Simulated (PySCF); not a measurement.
**Correlation energy of S²⁺ (sulfur, charge +2)**

[Ne] 3s2 3p2, high-spin 3P determinant. Computed with PySCF 2.14 in def2-TZVP, with no relativity, point nucleus. Frozen: [Ne]; 4 electrons correlated.

MP2 pair energies summed by pair of shells (mhartree):

```tsv
pair	energy	share (%)
3s-3p	-41.10	62.8
3s-3s	-17.43	26.6
3p-3p	-6.93	10.6
```

Total MP2 correlation energy: -65.46 mhartree.

Same-spin part -10.82 and opposite-spin part -54.65 mhartree; SCS-MP2 scales them by 1/3 and 6/5 to -69.18 mhartree.

```tsv
level	correlation energy (mhartree)
CCSD	-87.99
(T)	-2.10
CCSD(T)	-90.09
```

Diagnostics: T1 = 0.0085, D1 = 0.0221, largest double amplitude 0.105.

Q: Is a single reference adequate?

A: Mostly. T1 lies below 0.03, but a double amplitude of this size points to a near-degeneracy that CCSD handles and MP2 describes poorly.
